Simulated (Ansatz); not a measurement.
Reaction (ligand exchange at the Si–O bond): `[BH2][AlH][O][SiH2]C` + `[NH2][AlH2]` → `C[SiH2][NH][AlH2]` + `[BH2][AlH][OH]`

Isolated molecules relaxed with PBE0-D4/def2-TZVP in Ansatz; ΔE leaves out vibrations. CBS: MP2 limit from def2 TZ/QZ plus the TZ coupled-cluster correction, frozen cores. This one scheme is used for every species. One conformer a species, not always the lowest.

Question: Is it downhill or uphill in electronic energy at CCSD(T)/CBS, and by how much? (Estimate.)

Answer: Computed: Uphill: ΔE = +0.59 eV.

Question: What do these levels give: HF/def2-TZVPP, MP2/def2-TZVPP, CCSD/def2-TZVPP, CCSD(T)/def2-TZVPP, MP2/def2-QZVPP, CCSD/CBS(def2)? (An estimate is asked.)

Answer: The calculation gave: HF/def2-TZVPP 0.75, MP2/def2-TZVPP 0.58, CCSD/def2-TZVPP 0.61, CCSD(T)/def2-TZVPP 0.59, MP2/def2-QZVPP 0.58, CCSD/CBS(def2) 0.62 eV.

Largest T1 diagnostic among the species: 0.012.

In def2-TZVPP, CCSD(T) changes the Hartree–Fock value by −0.16 eV (the triples alone add −0.03 eV) and MP2 by −0.17 eV.
